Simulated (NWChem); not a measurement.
System: CH7NO2Si; SMILES CN[SiH](O)O

```xyz
12

Si     0.1994     0.4363    -0.2006
O      1.2529     1.2762     0.7812
O     -1.1049     1.4561    -0.2880
N     -0.2391    -1.0970     0.4207
C     -0.2312    -2.3511    -0.2919
H      0.7935     0.1588    -1.5385
H      2.0509     0.8083     1.0417
H     -0.9098     2.3726    -0.0696
H     -0.7295    -1.1290     1.3085
H     -1.2458    -2.7317    -0.5110
H      0.3093    -3.1437     0.2566
H      0.2788    -2.2268    -1.2596
```
Atoms are numbered in this order, from 1.

The geometry was optimised at PBE0/def2-SVP. No frequency run checked for a minimum.

**Question.** Give the principal values of the shielding tensors (ppm) of Si1, O2, O3, N4, C5 from BHandHLYP/pcSseg-1, GIAO (NWChem), with their diamagnetic and paramagnetic parts as GIAO splits them.

**Answer.** 
```csv
atom,σ11,σ22,σ33,isotropic,diamagnetic,paramagnetic
Si1,370.2,392.0,424.2,395.4,879.5,-484.1
O2,248.7,279.0,310.7,279.5,392.2,-112.8
O3,256.5,292.3,323.3,290.7,391.4,-100.7
N4,193.7,211.6,283.1,229.5,324.6,-95.2
C5,131.4,151.5,184.8,155.9,244.7,-88.8
```
